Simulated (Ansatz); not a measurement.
Frontier orbitals of C2H7BN2, SMILES `NB1CNC1`.

Cartesian coordinates in Å:
```
N 0.0220 0.4300 1.9117
B 0.0040 0.1249 0.5621
C -0.5680 0.8050 -0.7515
N 0.3231 -0.1158 -1.4964
C 0.6135 -1.0162 -0.3554
H -0.4173 1.2492 2.2956
H 0.4851 -0.1410 2.5979
H -0.3920 1.8647 -0.9616
H -1.6414 0.6053 -0.8926
H -0.1006 -0.5650 -2.2979
H 0.0062 -1.9342 -0.3402
H 1.6655 -1.3068 -0.2718
```

The species carries charge 0 and has multiplicity 1. The geometry is a stationary point of PBE0-D4/def2-TZVP. It is one conformer, not always the lowest. Basis def2-TZVPP, Ansatz.

```
functional  HOMO (eV)  LUMO (eV)  gap (eV)
       PBE      -4.68      -0.28      4.40
    revPBE      -4.64      -0.18      4.46
      BLYP      -4.57      -0.15      4.42
    B97M-V      -5.13       0.09      5.22
      PBE0      -6.11       0.72      6.83
     B3LYP      -5.88       0.48      6.36
   LC-ωPBE      -8.90       2.81     11.71
   ωB97M-V      -8.48       2.09     10.57
```

A quarter of exact exchange (PBE0) shifts PBE's HOMO by −1.44 eV and its LUMO by +1.00 eV; full exchange at long range (ωB97M-V) shifts them by −3.81 and +2.36 eV. The gap opens from 4.40 to 10.57 eV, since occupied levels lose self-interaction and empty ones feel all the electrons. A positive LUMO is unbound and depends on the basis.

B3LYP here is the variant with VWN-RPA as its local correlation; programs differ in this. LC-ωPBE has ω = 0.4 bohr⁻¹.
